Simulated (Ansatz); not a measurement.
The cluster Sn₃O₉H₆ (the lowest singlet isomer of a short search). Total charge 0; singlet. Geometry r2SCAN-D4/def2-SVP, basis def2-TZVP, Ansatz.

```xyz
18

Sn    1.582   -1.311    1.610
Sn   -0.829    2.302   -0.831
Sn   -3.141    0.068    1.185
O    -1.896    0.638   -0.186
O    -0.437   -1.841    0.733
O     2.444   -2.659    0.412
O     1.002    1.340    0.348
O     1.384    0.053   -0.106
O    -2.605   -1.506    2.046
O    -0.084    1.266   -2.457
O     1.371    1.382   -2.384
O     2.073    2.280    0.071
H    -1.289   -1.829    1.322
H     1.942   -2.833   -0.397
H     2.067    2.218   -0.925
H     1.565    0.561   -1.871
H    -4.544    1.024    1.372
H    -0.605   -1.151    0.058
```

```tsv
run	HOMO (eV)	LUMO (eV)
A	-6.91	-3.16
B	-5.99	-3.48
C	-7.13	-2.89
D	-5.60	-3.46
E	-5.69	-3.58
```

In the def2 sets Sn takes a core potential; there is no spin–orbit coupling. B3LYP takes the VWN-RPA correlation. The structure holds 3 bonds between oxygen atoms, so isomers without such links may lie far lower. The structure comes from a short search, and lower isomers may exist.

Question: The runs used B3LYP, PBE, PBE0, r2SCAN, revPBE. Estimate which is which.

Answer: A B3LYP (20 % exact exchange); B r2SCAN (0 % exact exchange); C PBE0 (25 % exact exchange); D revPBE (0 % exact exchange); E PBE (0 % exact exchange). Exact exchange lowers occupied and raises empty levels; among semilocal functionals meta-GGAs tend to open the gap a little, and such runs are hard to tell apart. The gap grows from 2.11 eV (PBE) to 4.23 eV (PBE0).
